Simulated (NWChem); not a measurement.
System: Si$_{2}$NH$_{5}$O; SMILES N1[SiH2]O[SiH2]1

NWChem input:

```
start job
memory heap 200 mb stack 900 mb global 1100 mb
geometry units angstroms noautosym nocenter noautoz
  N      0.000000     0.000000     1.203085
  Si     1.245334     0.000000    -0.040407
  O      0.000000     0.000000    -1.215764
  Si    -1.245334     0.000000    -0.040407
  H      0.000000     0.000000     2.221991
  H      2.118904     1.222145    -0.113798
  H      2.118904    -1.222145    -0.113798
  H     -2.118904    -1.222145    -0.113798
  H     -2.118904     1.222145    -0.113798
end
basis spherical
  * library def2-svp
end
dft
  xc xpbe96 cpbe96
  iterations 150
end
cosmo
  do_cosmo_smd true
  solvent water
end
task dft energy
```

All runs use the structure optimised with PBE-D3(BJ)/def2-SVP. Solvent: water.

Level: PBE/def2-SVP with SMD (1 M gas to 1 M solution), gas-phase geometry. Reactions with the solvent are ignored.

Task: Predict the main results of this run. (PBE/def2-SVP, SMD on the gas-phase geometry.) Quantities: solvation free energy (kcal/mol); cavity-dispersion-structure term (kcal/mol); dipole in solution (D).

Result: 
```yaml
solvation free energy (kcal/mol): -1.4
cavity-dispersion-structure term (kcal/mol): 2.9
dipole in solution (D): 2.89
```
